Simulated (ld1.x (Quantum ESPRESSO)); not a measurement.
## What one change does to a pseudopotential (silver, TM)

Ag, norm-conserving Troullier–Martins (Kleinman–Bylander form), made with ld1.x (Quantum ESPRESSO) 7.5 (PBEsol, scalar-relativistic). Core [Kr], reference 4d10 5s1 5p0. Waves: 5p (bound, empty): rc 2.40 bohr; 4d (bound): rc 1.65 bohr; 5s (bound): rc 2.15 bohr. Local part: the s channel. Core correction: none.

Change: wave 5p (bound): rc 2.40 bohr becomes 5p (bound): rc 1.58 bohr.

Cutoffs: the cutoffs (Ry, on a coarse ladder) from which the occupation-weighted sum of valence levels, in a spherical-Bessel basis at the reference potential, stays within 10 and 1 mRy of its value at 400 Ry; they do not see the model core or the augmentation charge, which bear on the density cutoff. Errors are all-electron minus pseudo energies relative to the spin-unpolarised reference configuration.

Q: How do hardness, ghosts and transferability respond?

A: The potential gets neither clearly harder nor softer (70 Ry and 100 Ry → 70 Ry and 100 Ry); a bound ghost appears in p, which as a rule spoils a file; of the 7 tests that both files solve, the error grows in 1 and shrinks in 0 by more than 15 % and 0.3 meV (median size 86.2 → 86.3 meV).

| quantity | base | changed |
| --- | --- | --- |
| cutoff, loose | 70 Ry | 70 Ry |
| cutoff, tight | 100 Ry | 100 Ry |
| bound ghosts | none | p |
| error for 4d10 5s0 5p0, meV [ΔE 7.75 eV] | -4.1 | -4.1 |
| error for 4d9 5s0 5p0, meV [ΔE 29.86 eV] | -86 | -86 |
| error for 4d8 5s0 5p0, meV [ΔE 66.04 eV] | -533 | -534 |
| error for 4d9 5s1 5p0, meV [ΔE 13.16 eV] | -105 | -105 |
| error for 4d10 5s0.5 5p0, meV [ΔE 3.02 eV] | -1.5 | -1.5 |
| error for 4d10 5s0 5p1, meV [ΔE 3.93 eV] | -1.2 | -11 |
| error for 4d7 5s0 5p0, meV [ΔE 117.73 eV] | -1458 | -1458 |

Changed file: The cutoffs count occupied waves only; the empty 5p level needs 160 Ry at the loose tolerance. A true bound ghost makes a file unfit for plane-wave use even where its test errors are small: the radial tests pick states by their node count and pass the ghost by.
